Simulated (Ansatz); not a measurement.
Geometry optimisation, RKS PBE-D4/def2-TZVP (Ansatz 0.2.0).

Input:

```yaml
crystal:
  periodic: [false, false, false]
  atoms:
    - { symbol: Sn, position_ang: [-0.471463, 0.0, -0.456559] }
    - { symbol: H, position_ang: [0.160667, 3.1e-05, 2.424355] }
    - { symbol: H, position_ang: [1.028648, -4.0e-06, 0.368425] }
    - { symbol: H, position_ang: [-0.713908, 1.441415, -1.358223] }
    - { symbol: H, position_ang: [-0.713916, -1.441414, -1.358222] }
    - { symbol: F, position_ang: [-1.881624, 2.0e-06, 0.826287] }
    - { symbol: H, position_ang: [-0.549703, -3.1e-05, 2.483237] }
basis:
  gaussian: { orbitals: def2-TZVP }
hamiltonian:
  xc: pbe
  dispersion: d4
relax:
  f_tol: 0.03
  max_steps: 50
output:
  orbitals: {}
```

Launched with:

```bash
$ ansatz run input.yaml --threads 4 --pin off --max-ram 5120MiB --backend cpu --events-out ev --progress --plain --runs-dir out
```

Problem. Where does it end, and by what steps?

Solution. The forces met the threshold. The force dipped under the threshold on the way, but the program's further checks kept it going. After 12 steps the energy has fallen by 0.194 eV; H2 moved furthest, 0.97 Å.

```tsv
step	energy less start (eV)	largest force component (eV/Å)	accepted
0	0.0000	1.629	yes
1	-0.1277	0.221	yes
2	-0.1654	0.280	yes
3	-0.1834	0.220	yes
4	-0.1905	0.042	yes
5	-0.1927	0.014	yes
6	-0.1885	0.397	no
7	-0.1935	0.016	yes
8	-0.1935	0.109	no
9	-0.1939	0.043	yes
10	-0.1939	0.064	no
11	-0.1940	0.022	yes
12	-0.1941	0.012	yes
```

```xyz
7
Properties=species:S:1:pos:R:3
Sn -0.460 0.000 -0.767
H 0.064 0.000 3.392
H 1.090 0.000 -0.035
H -0.823 1.437 -1.628
H -0.823 -1.437 -1.628
F -1.714 0.000 0.732
H -0.475 0.000 2.864
```

Whether the end is a true minimum wasn't checked by a vibrational analysis.

Time of the run: 4.3 s on 4 threads of AMD EPYC 9R45 96-Core Processor (Zen 5) (shared host), peak memory 0.19 GiB.
